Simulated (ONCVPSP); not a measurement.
Transferability test, ONCV potential for manganese

```json
{
  "Element": "manganese (Mn)",
  "Generator": "ONCVPSP 4.0.1",
  "Type": "optimised norm-conserving Vanderbilt (ONCV)",
  "Functional": "LDA (Perdew-Zunger)",
  "Relativity": "scalar-relativistic",
  "Frozen core": "[Ne]",
  "Valence charge": "15",
  "Reference configuration": "3s2 3p6 3d5 4s2",
  "Partial waves": "3s+4s: rc 1.40 bohr, ncon 4, nbas 7, qcut 6.5 1/bohr, 2 projectors; 3p: rc 1.20 bohr, ncon 4, nbas 7, qcut 11.4 1/bohr, 2 projectors, debl 3 Ha; 3d: rc 1.65 bohr, ncon 4, nbas 9, qcut 9.3 1/bohr, 2 projectors, debl 0.8 Ha",
  "Local potential": "polynomial inside 1.00 bohr (lpopt 5, dvloc0 0 Ha)",
  "Core correction": "none"
}
```

Energies are relative to the spin-unpolarised reference configuration 3s2 3p6 3d5 4s2; without spin polarisation the order of configurations can differ from experiment.

```tsv
valence configuration	charge	ΔE all-electron (eV)	error AE − PS (meV)
3s2 3p6 3d4 4s0	+3	57.342	+35
3s2 3p6 3d4 4s2 4p1	0	7.920	+67
```

What are ΔE and the potential's error for 3s2 3p6 3d5 4s0?

ΔE = 24.531 eV all-electron; the error (AE − PS) is +4.5 meV.

What are ΔE and the potential's error for 3s2 3p6 3d5 4s1?

ΔE = 8.654 eV all-electron; the error (AE − PS) is +0.6 meV.

Levels in the configuration 3s2 3p6 3d4 4s0:

```json
{"level": "3s", "all-electron (eV)": "-121.402", "pseudo (eV)": "-121.405"}
{"level": "3p", "all-electron (eV)": "-90.238", "pseudo (eV)": "-90.205"}
{"level": "3d", "all-electron (eV)": "-41.487", "pseudo (eV)": "-41.337"}
```
